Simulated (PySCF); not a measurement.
# Bonding in `Cc1oc(C(=O)Cl)c(C)c1F`

Compound: C₇H₆ClFO₂.
SMILES with atom numbers: `[CH3:1][c:2]1[o:3][c:4]([C:5](=[O:6])[Cl:7])[c:8]([CH3:9])[c:10]1[F:11]` (hydrogens: H12, H13, H14 on C1; H15, H16, H17 on C9)

Structure used (GFN2-xTB), in Å, numbered top down from 1:
```xyz
17
C7H6ClFO2 angstrom
C      2.8234   -0.5498   -0.0238
C      1.3687   -0.2649   -0.0129
O      0.9315    0.9975   -0.0496
C     -0.4262    0.9774   -0.0288
C     -1.1938    2.1894   -0.0592
O     -2.3831    2.2919   -0.0446
Cl    -0.1657    3.6294   -0.1256
C     -0.8925   -0.3303    0.0246
C     -2.2960   -0.8015    0.0624
C      0.2825   -1.1079    0.0335
F      0.3395   -2.4438    0.0788
H      3.3043   -0.0853    0.8362
H      3.2799   -0.1388   -0.9232
H      2.9848   -1.6235    0.0068
H     -2.3266   -1.8871    0.0983
H     -2.8047   -0.3921    0.9335
H     -2.8332   -0.4487   -0.8163
```

Bond orders from the PBE0/pcSseg-1 density (PySCF). One conformer (not necessarily the lowest) at the GFN2-xTB geometry, without solvent, vibrations or thermal averaging. GFN2-xTB frequencies show an imaginary mode (40i cm⁻¹), so this geometry is no minimum at that level.

(1) Where do the orders between heavy atoms depart from those drawn in the SMILES?

(2) Give the Mayer order of every bond, beside its length.

Answers

(1) The largest departure is 0.496, at O3–C4 (drawn aromatic, 1.004), counting aromatic bonds as 1.5. The bonds drawn aromatic range from 1.00 to 1.43.

(2) 
| bond | drawn as | length (Å) | Mayer order |
| --- | --- | --- | --- |
| C1–C2 | single | 1.482 | 1.090 |
| C2–O3 | aromatic | 1.336 | 1.100 |
| O3–C4 | aromatic | 1.358 | 1.004 |
| C4–C5 | single | 1.435 | 0.975 |
| C5–O6 | double | 1.194 | 1.990 |
| C5–Cl7 | single | 1.771 | 1.012 |
| C4–C8 | aromatic | 1.389 | 1.395 |
| C8–C9 | single | 1.481 | 1.091 |
| C8–C10 | aromatic | 1.409 | 1.332 |
| C10–F11 | single | 1.338 | 0.947 |
| C10–C2 | aromatic | 1.376 | 1.425 |
| C1–H12 | single | 1.089 | 0.936 |
| C1–H13 | single | 1.089 | 0.936 |
| C1–H14 | single | 1.086 | 0.945 |
| C9–H15 | single | 1.087 | 0.938 |
| C9–H16 | single | 1.089 | 0.935 |
| C9–H17 | single | 1.089 | 0.935 |

By pair of heavy elements: C–C: lowest C4–C5 (0.975, 1.435 Å), highest C10–C2 (1.425, 1.376 Å); in 2 of the 15 pairs the longer bond (by over 0.003 Å) has the higher order (by 0.02 or more). C–O: lowest O3–C4 (1.004, 1.358 Å), highest C5–O6 (1.990, 1.194 Å).

Problem. Sum the orders of all bonds at each heavy atom with more than one neighbour and set the sums beside the valence in the SMILES.

Solution. C1 3.907 (drawn 4), C2 3.615 (drawn 4), O3 2.104 (drawn 2), C4 3.374 (drawn 4), C5 3.977 (drawn 4), C8 3.818 (drawn 4), C9 3.899 (drawn 4), C10 3.704 (drawn 4). Orders between atoms that aren't bonded are not in these sums.

Mayer orders depend on the basis set.

The run behind these numbers computed NMR shieldings as well. The run took 44 s of wall time on an AMD EPYC 7B13 with one thread, shared host, and the process peaked at 1.1 GiB of memory.
